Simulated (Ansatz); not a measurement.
GeH(OMe)3 (C3H10GeO3). Total charge 0; singlet. Geometry B3LYP-D4/def2-SVP, basis def2-TZVP, Ansatz.

```
run  HOMO (eV)  LUMO (eV)
  A      -6.48      -0.67
  B      -6.29      -0.26
  C      -6.69       0.01
  D      -6.35      -0.39
  E      -7.93       0.69
  F     -11.90       3.81
```

Problem. The runs used HF, LDA (SPW92), PBE, PBE0, r2SCAN, revPBE. Estimate which is which.

Solution. A LDA (SPW92) (0 % exact exchange); B revPBE (0 % exact exchange); C r2SCAN (0 % exact exchange); D PBE (0 % exact exchange); E PBE0 (25 % exact exchange); F HF (100 % exact exchange). Exact exchange lowers occupied and raises empty levels; among semilocal functionals meta-GGAs tend to open the gap a little, and such runs are hard to tell apart. The gap grows from 5.82 eV (LDA (SPW92)) to 15.71 eV (HF).
